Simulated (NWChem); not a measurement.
KCl; SMILES [Cl][K]

```xyz
2

K      0.0000     0.0000    -1.2555
Cl     0.0000     0.0000     1.3988
```
Atoms are numbered in this order, from 1.

Program: NWChem. STO-3G and 3-21G are far too small for this property and stand as cheap habits. Structure relaxed at the PBE0/def2-SVP level. GIAO values for the isolated, static molecule; σ is the absolute isotropic shielding.

For level Hartree-Fock/STO-3G:

σ Cl2 (ppm): 1384.8

What are these values for level PBE0/pcSseg-1?

The σ Cl2 (ppm) comes out as 951.7.
